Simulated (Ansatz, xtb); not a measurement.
# Two isomers of AlH5NOSb

We compare I, `[NH2][AlH][O][SbH2]`, a singlet, with II, `[OH][Al@@H-]1[NH2+][SbH]1`, a singlet. Both are isolated molecules in the gas phase, relaxed with B3LYP-D3(BJ)/def2-SVP; the shapes shown needn't be the lowest conformers.

I (Å):

```xyz
9

Al   -0.5832    0.8118    0.8416
N    -0.9434    1.1206   -0.8668
O     0.3404   -0.5545    1.2918
Sb    1.2528   -2.0910    0.4219
H    -0.6443    0.5440   -1.6478
H     2.0542   -1.1789   -0.8267
H    -1.1091    1.7890    1.9574
H    -1.4859    1.9087   -1.2078
H    -0.0118   -2.4697   -0.7148
```

II (Å):

```json
{"atom": "Al", "x (Å)": "-1.0526", "y (Å)": "-0.0064", "z (Å)": "1.2629"}
{"atom": "N", "x (Å)": "-0.7821", "y (Å)": "1.6173", "z (Å)": "0.2492"}
{"atom": "O", "x (Å)": "-2.7019", "y (Å)": "-0.4607", "z (Å)": "1.0851"}
{"atom": "Sb", "x (Å)": "0.4810", "y (Å)": "0.1478", "z (Å)": "-0.9650"}
{"atom": "H", "x (Å)": "-3.0863", "y (Å)": "-1.2908", "z (Å)": "1.3778"}
{"atom": "H", "x (Å)": "-0.2905", "y (Å)": "-0.0326", "z (Å)": "2.6497"}
{"atom": "H", "x (Å)": "-0.2245", "y (Å)": "2.3938", "z (Å)": "0.6057"}
{"atom": "H", "x (Å)": "-1.5519", "y (Å)": "1.9991", "z (Å)": "-0.3026"}
{"atom": "H", "x (Å)": "-0.9244", "y (Å)": "-0.1573", "z (Å)": "-1.9184"}
```

Question: Which of the two would you expect CCSD(T)/def2-SVP + ΔMP2/def2-TZVPP electronic energies to favour?

Answer: Too close to call at this level: CCSD(T)/def2-SVP + ΔMP2/def2-TZVPP gives E(II) − E(I) = −1.36 kcal/mol.

How the difference moves with the method:

```json
{"level": "B3LYP-D3(BJ)/def2-SVP", "geometry": "B3LYP-D3(BJ)/def2-SVP", "E(II) − E(I) (kcal/mol)": "−3.85", "departure from the last row (kcal/mol)": "−2.50", "job, with rough time for the two": "optimisation, 3.7 min"}
{"level": "HF/def2-SVP", "geometry": "B3LYP-D3(BJ)/def2-SVP", "E(II) − E(I) (kcal/mol)": "−0.53", "departure from the last row (kcal/mol)": "+0.83", "job, with rough time for the two": "part of the CCSD(T) run"}
{"level": "MP2/def2-SVP", "geometry": "B3LYP-D3(BJ)/def2-SVP", "E(II) − E(I) (kcal/mol)": "−3.74", "departure from the last row (kcal/mol)": "−2.38", "job, with rough time for the two": "part of the CCSD(T) run"}
{"level": "CCSD(T)/def2-SVP", "geometry": "B3LYP-D3(BJ)/def2-SVP", "E(II) − E(I) (kcal/mol)": "−3.74", "departure from the last row (kcal/mol)": "−2.39", "job, with rough time for the two": "single point"}
{"level": "CCSD(T)/def2-SVP + ΔMP2/def2-TZVPP", "geometry": "B3LYP-D3(BJ)/def2-SVP", "E(II) − E(I) (kcal/mol)": "−1.36", "departure from the last row (kcal/mol)": "", "job, with rough time for the two": "single point, 30 s"}
```

As drawn, II has 1 N–Sb, 1 Al–Sb, 1 O–H in place of 1 O–Sb, 1 Sb–H. Structure I has no ring, II a 3-membered ring.

The largest departure from CCSD(T)/def2-SVP + ΔMP2/def2-TZVPP is that of B3LYP-D3(BJ)/def2-SVP, 2.50 kcal/mol. Levels run at GFN2-xTB geometries aren't shown. The last row adds to CCSD(T) the change of the MP2 difference between the two basis sets, here +2.39 kcal/mol.

With harmonic frequencies from B3LYP-D3(BJ)/def2-SVP (ideal gas, rigid rotor, one conformer each, 600 K, 1 atm): on the last row, ΔE + ΔZPE = +1.39 kcal/mol. A mode under 50 cm⁻¹ makes harmonic enthalpies and free energies unreliable, so none is given.

The correlated steps freeze 11 core orbitals; the filled d shell of Sb is correlated, in a basis made for valence electrons. Atoms past krypton carry core potentials in the def2 sets and no spin–orbit term is included. Codes used: Ansatz 0.2.0; the last row on 2 threads of Intel(R) Xeon(R) Platinum 8259CL CPU @ 2.50GHz (Skylake/Cascade Lake) on a shared host.
